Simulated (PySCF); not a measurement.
B2F3, SMILES F[B]B(F)F (connectivity only; charge and spin as stated), charge +1, multiplicity 1. Coordinates come from a ωB97X-D3(BJ)/def2-SVP optimisation. The spin state was assumed, not searched. The isomer is the one that the SMILES or the coordinates give; other isomers of the formula were not compared. One conformer was computed; it need not be the lowest.

Method: ωB97X-D3(BJ)/def2-SVP (PySCF).

Harmonic wavenumbers (cm⁻¹): 130, 251, 368, 467, 589, 617, 1224, 1638, 1775. Rotational constants (GHz): 9.891, 2.826, 2.198; symmetry number 2.

Task: Work out the zero-point energy and the ideal-gas rigid-rotor harmonic-oscillator thermochemistry at 298.15 K and 1 atm.

Result: ZPE = ½ Σ hcν = ½ × 7057 cm⁻¹ = 10.09 kcal/mol. H − E(el) = 13.77 kcal/mol. Entropy in cal/(mol K): translation 39.00, rotation 24.68, vibration 7.45, total 71.14. G − E(el) = -7.44 kcal/mol. Cp = 16.81 cal/(mol K). Modes under 150 cm⁻¹ make the vibrational entropy uncertain.
